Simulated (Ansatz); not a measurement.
Gas-phase electronic energies from Ansatz, PBE0-D4/def2-TZVP geometries. CCSD(T)/CBS adds triple-zeta CCSD(T) − MP2 to the extrapolated MP2 energy (def2 sets, frozen cores). This one scheme is used for every species. Functionals use def2-TZVPP. B3LYP here is the variant with VWN-RPA as its local correlation; programs differ in this. For Se outer-core shells are correlated without core-valence functions, which leaves a few kJ/mol of doubt a bond. Scalar relativity is left out up to krypton. One conformer a species, not always the lowest.

Reaction (formal exchange of groups at the Si–Si bond): `O[SiH2][SiH2][SeH]` + `C[SiH3]` → `[SiH3]C[SiH2][SeH]` + `O[SiH3]`

```
             level  ΔE (kJ/mol)  difference from CCSD(T)/CBS
         r2SCAN-D4          1.7                          9.3
           PBE0-D4          4.6                         12.2
            B2PLYP         -4.7                          2.9
              PBE0          6.4                         14.0
             B3LYP          2.1                          9.7
    MP2/def2-TZVPP        -15.8                         -8.2
SCS-MP2/def2-TZVPP        -15.6                         -8.0
   CCSD/def2-TZVPP         -9.3                         -1.7
CCSD(T)/def2-TZVPP         -8.4                         -0.8
      HF/CBS(def2)        -13.6                         -6.0
       CCSD(T)/CBS         -7.6                            0
```

Largest T1 diagnostic among the species: 0.011.

The D4 term adds −3.1 kJ/mol with B3LYP and −1.8 kJ/mol with PBE0; it sums over pairs of atoms, weighted by their polarisabilities, and B3LYP, whose exchange is more repulsive, gets the larger term. From PBE to PBE0 (25 % exact exchange), in def2-TZVPP and without D4, ΔE moves by −6.5 kJ/mol.
